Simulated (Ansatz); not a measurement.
```yaml
crystal:
  periodic: [false, false, false]
  atoms:
    - {symbol: F, position_ang: [-0.520485, -1.965116, -1.004051]}
    - {symbol: C, position_ang: [-0.324324, -0.549705, -0.785064]}
    - {symbol: C, position_ang: [-1.007674, -0.005969, 0.424044]}
    - {symbol: F, position_ang: [-2.210332, 0.635837, 0.196132]}
    - {symbol: C, position_ang: [0.297731, 0.783187, 0.671735]}
    - {symbol: F, position_ang: [0.203453, 1.974082, 0.038810]}
    - {symbol: F, position_ang: [0.693482, 1.033956, 1.899233]}
    - {symbol: C, position_ang: [1.039125, -0.204487, -0.210801]}
    - {symbol: F, position_ang: [1.974034, 0.290136, -1.100612]}
    - {symbol: H, position_ang: [-0.522799, -0.076126, -1.705215]}
    - {symbol: H, position_ang: [-1.125081, -0.785653, 1.195223]}
    - {symbol: H, position_ang: [1.473395, -0.998264, 0.458817]}
basis:
  gaussian: {orbitals: pcseg-2}
magnetization: {spin_polarized: true, initial_magnetization: 1}
hamiltonian: {xc: {name: B97}}
```

```sh
$ ansatz run in.yaml --threads 2 --pin off --events-out ev --progress --plain --max-ram 32768MiB --backend cuda --devices 0, --max-vram 18GiB
```

Output, abridged:

```
Error: a molecule whose nuclei and cores have a total charge of 72 cannot have a net charge of 0 together with 1 unpaired electrons
```

Problem. What is wrong with this run?

Solution. The number of unpaired electrons doesn't fit the electron count. The program refused the input.
